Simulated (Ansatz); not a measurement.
Species: CH₃BCl (charge 0, doublet). It need not be the lowest isomer of its formula. 
Structure (B3LYP-D3(BJ)/def2-TZVP (Ansatz, a program for electronic structure) minimum search):
```xyz
6

B     -0.1480     0.6915    -0.3146
Cl     0.9930    -0.5518     0.0892
C     -1.6637     0.6681    -0.0080
H     -2.1131     1.6610     0.0146
H     -1.9002     0.1353     0.9185
H     -2.1461     0.1190    -0.8280
```
Charge 0, spin multiplicity 2.

Basis-set convergence of Hartree-Fock and CCSD correlation energies (hartree) with Ansatz. Valence correlation only, unless marked. UHF or UKS for open shells. No spin-orbit coupling. No relativistic terms.

| basis | functions | E(HF) | E(corr, CCSD) |
|---|---|---|---|
| cc-pV(D+d)Z | 66 | -523.79588 | -0.38024 |
| cc-pV(T+d)Z | 141 | ___ | ___ |

Task: Fill in the missing entries.

Result: 
- cc-pV(T+d)Z, E(HF): -523.82729
- cc-pV(T+d)Z, E(corr, CCSD): -0.47629
